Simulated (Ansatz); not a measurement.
Input for Ansatz (a quantum-chemistry and plane-wave program): U-CCSD(T)/def2-QZVPP on InO, 2S+1 = 2, a spin state set in the input, which need not be the lowest, a point of a bond scan (R = 1.931 Å). Elements past Kr take the def2 small-core potentials; no spin–orbit coupling. Files ending in .json are basis or fitting sets from the Basis Set Exchange.

Ansatz 0.2 input:
```yaml
crystal:
  periodic: [false, false, false]
  atoms:
    - {symbol: O, position_ang: [0.00000000, 0.00000000, 0.00000000]}
    - {symbol: In, position_ang: [0.00000000, 0.00000000, 1.93136600]}
basis:
  gaussian:
    orbitals: def2-QZVPP.json
    pivot_positions_ang: [[0.00000000, 0.00000000, 0.00000000], [0.00000000, 0.00000000, 1.93136600]]
magnetization: {spin_polarized: true, initial_magnetization: 1}
correlation: {method: ccsd_t, electrons: valence}
output: {orbitals: {seedname: ./end}}
```

Q: What total energy does the run end on?

A: -264.7524 hartree (reference determinant -264.0750, T1 diagnostic 0.043).

Q: How many basis functions does it have, and what does it roughly cost on one machine?

A: 139 functions; roughly 6 core-minutes.
